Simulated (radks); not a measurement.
The numbers below are computed, except where a source is named.
Question: Ni III, 26 electrons, occupied as [Ar] 3d8 (the NIST ground configuration). Code: a radial shooting solver on a logarithmic mesh with Libxc functionals. Model: non-relativistic Kohn-Sham, BLYP, spin-polarised, spherical densities, point nucleus; open shells are filled with parallel spins first. Some entries of the table are withheld. Estimate them.

orbital  occ.  eigenvalue (hartree)  r(max) (bohr)  <r> (bohr)
1s down     1             -299.2982        0.03614     0.05483
1s up       1             -299.2982        0.03614     0.05483
2s up       1             -36.11368         0.2076      0.2484
2s down     1             -36.07168         0.2076      0.2482
2p up       3             -31.62346         0.1660      0.2167
2p down     3             -31.59218         0.1660      0.2165
3s up       1                   (1)         0.6473      0.7497
3s down     1                   (2)         0.6479      0.7514
3p up       3              -3.35036            (3)      0.7818
3p down     3              -3.26824            (4)      0.7846
3d up       5              -1.08353            (5)      0.9571
3d down     3              -1.00903            (6)      0.9806

Answer: 
(1) 3s up eigenvalue (hartree): -4.71956
(2) 3s down eigenvalue (hartree): -4.63569
(3) 3p up r(max) (bohr): 0.6498
(4) 3p down r(max) (bohr): 0.6507
(5) 3d up r(max) (bohr): 0.6255
(6) 3d down r(max) (bohr): 0.6296
